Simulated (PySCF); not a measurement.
Scandium: a sound run and one with changed settings

Sound run: Sc [Ar] 3d1 4s2, Sc⁺ [Ar] 3d1 4s1. Computed with PySCF 2.14 in def2-SVP, with no relativity, point nucleus. In the sound run the correlated levels freeze [Ar]. The sound run starts from symmetry-adapted Hartree-Fock orbitals and uses a fine grid where one is needed.

Changed run: scalar relativity by spin-free X2C-1e. This setting is unsound on purpose.

| species | method | sound run (hartree) | changed run (hartree) | converged |
| --- | --- | --- | --- | --- |
| Sc | UHF | -759.62862 | -762.67208 | yes |
| Sc | M06-L | n/a | -763.51553 | no |
| Sc | MP2 | -759.65136 | -762.69496 | yes |
| Sc⁺ | UHF | -759.43123 | -762.47337 | yes |
| Sc⁺ | M06-L | -760.22810 | -763.27041 | yes |
| Sc⁺ | MP2 | -759.43285 | -762.47498 | yes |

Ionisation energy of Sc:

| method | sound run (eV) | changed run (eV) |
| --- | --- | --- |
| UHF | 5.371 | 5.407 |
| TPSS | 6.419 | 6.453 |
| MP2 | 5.946 | 5.986 |
| SCS-MP2 | 6.059 | 6.100 |

Most of the change in total energy is the relativistic energy itself. On top of that the contraction fixes the core shape for the Hamiltonian it was made with, so the changed run is not a good calculation with the other Hamiltonian either.

For comparison, NIST gives 6.561 eV between the lowest levels.
